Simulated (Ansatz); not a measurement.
C2, singlet, at a GFN2-xTB geometry; MP2/def2-TZVP (Ansatz, an electronic-structure program).

Ansatz was given this input:
Ansatz 0.2 input:
```yaml
crystal:
  periodic: [false, false, false]
  atoms:
    - {symbol: C, position_ang: [-0.00000000, -0.00000000, -0.58034761]}
    - {symbol: C, position_ang: [0.00000000, 0.00000000, 0.58034761]}
basis:
  gaussian:
    orbitals: def2-TZVP
magnetization: {spin_polarized: false}
correlation: {method: mp2}
```

What does Ansatz print? Leave out banner, timings and long lists.


```
Functional definition: HF
390 factors; integrals over basis functions are off by at most 1.1e-3 eV
mean field evaluation 1: about -2051.2805 eV, gradient 1.0e1 eV
mean field evaluation 2: about -2051.2910 eV, gradient 1.0e1 eV
mean field evaluation 4: about -2051.5360 eV, gradient 9.1e-1 eV
mean field evaluation 8: about -2051.5392 eV, gradient 1.7e-4 eV
mean field evaluation 16: about -2051.8322 eV, gradient 6.5e-2 eV
mean field evaluation 32: about -2050.4025 eV, gradient 1.9e1 eV
mean field evaluation 64: about -2051.3635 eV, gradient 7.0e0 eV
mean field -2051.83085466 eV, -75.4033931279 hartree, gradient 1.9e-6 eV, S^2 0.000000; 9 other end points of the search recorded, 0 dependent functions left out; unrestricted orbitals would lower it
mean field evaluation 96: about -2053.1541 eV, gradient 2.2e0 eV
unrestricted determinant -2053.92559648 eV, -75.4803734699 hartree, S^2 1.2308
2 core orbitals not correlated
reference -2051.83085466 eV, -75.4033931279 hartree; 4, 4 occupied and 56, 56 virtual orbitals, 390 factors
second order -6.67672278 eV of doubles, -0.00000000 eV of singles
Total energy: -2058.50757744 eV, -75.6487581643 hartree
```
